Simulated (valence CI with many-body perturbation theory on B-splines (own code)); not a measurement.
## E1 line list for Cr3+

Method: relativistic CI+MBPT: three valence electrons over a frozen Dirac-Fock core [Ar], a basis of 7 s, 7 p, 8 d, 6 f, 4 g, 1 h functions for each j, with the one-electron correlation potential Σ1 (screened to all orders), the two-electron term Σ2, the three-electron term Σ3, Breit, model QED; selected single and double excitations, second order for the rest, scaled by the run's own slope (own B-spline code, finite nucleus).

Against 66 measured levels this calculation errs by 1294 cm⁻¹ on average and by 2161 at most. These come from a selection out of Sugar and Corliss, J. Phys. Chem. Ref. Data 6, 317 (1977). Levels without a partner in it may be off by more, other configurations by 1,000 to 8,000 cm⁻¹. The list stops below the first excitations out of the core.

Lines 301 to 350 of 600 in falling wavelength, among levels below 32.891 eV, chosen from the strongest by gf and those to the six lowest levels. Wavelengths and rates use the calculated energies, so an error of 1000 cm⁻¹ moves a line at 1264 Å by 1.3 % and its rate by three times that or more. Electric multipoles are in the length gauge, E1 and E2 with the static RPA response of the core. Weak lines are less certain than strong ones. Lines between different terms over intervals too small for the method are left out, as are lines whose strength nearly cancels. Where a level lies close to another of its J and parity, the split of strength between their lines is uncertain. The highest levels of a list are the least certain.

Names give the largest LS component (configuration and term), which can be under half, so a name can repeat, a term be missing and a line seem to break the LS rules; names also repeat where a configuration has a term twice. Letters in brackets count levels of one name in rising energy.

| λ vac (Å) | Upper | Lower | A (s⁻¹) | S (a.u.) |
| --- | --- | --- | --- | --- |
| 1264 | 3d2.4d 2F_7/2 [c] | 3d2.4p 2F°_7/2 [b] | 1.06e+08 | 8.45e-01 |
| 1262 | 3d2.4d 2D_3/2 [a] | 3d2.4p 2F°_5/2 [a] | 2.87e+08 | 1.14e+00 |
| 1262 | 3d2.4d 2D_3/2 [b] | 3d2.4p 2D°_3/2 [b] | 2.47e+08 | 9.80e-01 |
| 1261 | 3d2.4d 4F_7/2 [a] | 3d2.4p 2D°_5/2 [a] | 1.14e+08 | 8.99e-01 |
| 1260 | 3d2.4d 2D_3/2 [d] | 3d2.4p 2F°_5/2 [c] | 1.29e+09 | 5.10e+00 |
| 1260 | 3d2.4d 2D_5/2 [b] | 3d2.4p 2D°_5/2 [b] | 1.55e+08 | 9.17e-01 |
| 1260 | 3d2.4d 4F_3/2 [a] | 3d2.4p 4D°_3/2 [a] | 1.68e+08 | 6.62e-01 |
| 1260 | 3d2.4d 2D_5/2 [d] | 3d2.4p 2F°_5/2 [c] | 9.48e+07 | 5.61e-01 |
| 1258 | 3d2.4d 2D_5/2 [a] | 3d2.4p 2F°_5/2 [a] | 1.62e+08 | 9.57e-01 |
| 1256 | 3d2.4d 4F_5/2 [a] | 3d2.4p 4D°_3/2 [a] | 2.25e+08 | 1.32e+00 |
| 1256 | 3d.4s2 2D_5/2 | 3d2.4p 2P°_3/2 [a] | 1.01e+08 | 5.92e-01 |
| 1255 | 3d2.4d 2P_1/2 [b] | 3d2.4p 2S°_1/2 | 6.30e+08 | 1.23e+00 |
| 1254 | 3d2.4d 2F_5/2 [c] | 3d2.4p 2F°_5/2 [b] | 1.12e+08 | 6.55e-01 |
| 1253 | 3d2.4d 4F_3/2 [a] | 3d2.4p 4D°_1/2 [a] | 3.88e+08 | 1.51e+00 |
| 1253 | 3d2.4d 4P_5/2 [b] | 3d2.4p 4D°_7/2 [b] | 1.13e+08 | 6.56e-01 |
| 1252 | 3d2.4d 2G_7/2 [c] | 3d2.4p 2G°_9/2 [b] | 5.95e+07 | 4.61e-01 |
| 1251 | 3d2.4d 2D_5/2 [d] | 3d2.4p 2F°_7/2 [c] | 1.23e+09 | 7.13e+00 |
| 1251 | 3d2.4d 4F_9/2 [a] | 3d2.4p 4D°_7/2 [a] | 5.46e+08 | 5.28e+00 |
| 1250 | 3d2.4d 2G_7/2 [c] | 3d2.4p 2G°_7/2 [b] | 1.18e+09 | 9.07e+00 |
| 1250 | 3d2.4d 2G_9/2 [c] | 3d2.4p 2G°_9/2 [b] | 1.21e+09 | 1.16e+01 |
| 1247 | 3d2.4d 4F_7/2 [a] | 3d2.4p 4D°_5/2 [a] | 3.89e+08 | 2.98e+00 |
| 1244 | 3d2.4d 4F_5/2 [a] | 3d2.4p 2D°_3/2 [a] | 2.27e+08 | 1.30e+00 |
| 1244 | 3d2.4d 4P_3/2 [b] | 3d2.4p 4D°_5/2 [b] | 1.41e+08 | 5.34e-01 |
| 1240 | 3d2.4d 2D_5/2 [c] | 3d2.4p 2D°_5/2 [b] | 4.00e+08 | 2.26e+00 |
| 1233 | 3d2.4d 2D_5/2 [c] | 3d2.4p 2D°_3/2 [b] | 9.56e+07 | 5.31e-01 |
| 1232 | 3d2.4d 4F_9/2 [a] | 3d2.4p 2F°_7/2 [a] | 7.18e+07 | 6.63e-01 |
| 1224 | 3d2.4d 2P_3/2 [c] | 3d2.4p 2D°_3/2 [b] | 2.64e+08 | 9.54e-01 |
| 1222 | 3d2.4d 4F_7/2 [a] | 3d2.4p 4F°_9/2 | 1.26e+08 | 9.05e-01 |
| 1219 | 3d2.4d 2H_11/2 [b] | 3d2.4p 2G°_9/2 [b] | 1.65e+09 | 1.77e+01 |
| 1218 | 3d2.4d 4F_5/2 [a] | 3d2.4p 4F°_7/2 | 2.45e+08 | 1.31e+00 |
| 1218 | 3d2.4d 2H_9/2 [b] | 3d2.4p 2G°_7/2 [b] | 1.67e+09 | 1.49e+01 |
| 1216 | 3d2.4d 4F_9/2 [a] | 3d2.4p 4F°_9/2 | 1.50e+09 | 1.33e+01 |
| 1215 | 3d2.4d 4F_3/2 [a] | 3d2.4p 4F°_5/2 | 2.99e+08 | 1.06e+00 |
| 1214 | 3d2.4d 2F_7/2 [d] | 3d2.4p 2D°_5/2 [c] | 8.77e+08 | 6.20e+00 |
| 1214 | 3d2.4d 4F_7/2 [a] | 3d2.4p 4F°_7/2 | 1.31e+09 | 9.27e+00 |
| 1213 | 3d2.4d 2F_5/2 [d] | 3d2.4p 2D°_3/2 [c] | 8.42e+08 | 4.45e+00 |
| 1213 | 3d2.4d 2D_3/2 [d] | 3d2.4p 2P°_3/2 [b] | 1.59e+08 | 5.61e-01 |
| 1212 | 3d2.4d 2D_5/2 [d] | 3d2.4p 2P°_3/2 [b] | 6.05e+08 | 3.19e+00 |
| 1212 | 3d2.4d 4F_5/2 [a] | 3d2.4p 4F°_5/2 | 1.20e+09 | 6.29e+00 |
| 1211 | 3d2.4d 4F_9/2 [a] | 3d2.4p 4G°_11/2 | 2.22e+08 | 1.95e+00 |
| 1211 | 3d2.4d 2D_3/2 [d] | 3d2.4p 2P°_1/2 [b] | 4.85e+08 | 1.70e+00 |
| 1209 | 3d2.4d 4F_3/2 [a] | 3d2.4p 4F°_3/2 | 1.31e+09 | 4.58e+00 |
| 1209 | 3d2.4d 4F_9/2 [a] | 3d2.4p 4F°_7/2 | 8.16e+07 | 7.12e-01 |
| 1208 | 3d2.4d 4P_5/2 [b] | 3d2.4p 2P°_3/2 [a] | 1.05e+08 | 5.50e-01 |
| 1207 | 3d2.4d 4F_7/2 [a] | 3d2.4p 4F°_5/2 | 1.41e+08 | 9.78e-01 |
| 1206 | 3d2.4d 4F_5/2 [a] | 3d2.4p 4F°_3/2 | 1.54e+08 | 7.99e-01 |
| 1204 | 3d2.5s 2D_5/2 | 3d2.4p 2D°_5/2 [c] | 9.44e+07 | 4.88e-01 |
| 1204 | 3d2.4d 4F_7/2 [a] | 3d2.4p 4G°_9/2 | 2.83e+08 | 1.95e+00 |
| 1204 | 3d2.4d 2P_1/2 [c] | 3d2.4p 2P°_1/2 [a] | 4.99e+08 | 8.58e-01 |
| 1198 | 3d2.4d 4F_5/2 [a] | 3d2.4p 4G°_7/2 | 2.90e+08 | 1.48e+00 |
